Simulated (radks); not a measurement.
Results of a calculation; reference values are marked as such.
Problem. Ionisation of Pt2+, [Xe] 4f14 5d8, to Pt3+, [Xe] 4f14 5d7, under several functionals. Scalar-relativistic Kohn-Sham, spin-unpolarised, spherical densities, finite nucleus; a radial shooting solver on a logarithmic mesh with Libxc functionals. Known Delta-SCF values: exchange-only LDA 30.981 eV; SOGGA 32.138 eV. What does exchange-only r2SCAN give, and what is its highest occupied eigenvalue?

Solution. 31.127 eV by Delta-SCF; the 5d eigenvalue is -24.810 eV. NIST: 29 eV (theoretical).

Beside tabulated values, note that spin-unpolarised runs miss the spin-polarisation part of the exchange energy of open shells.
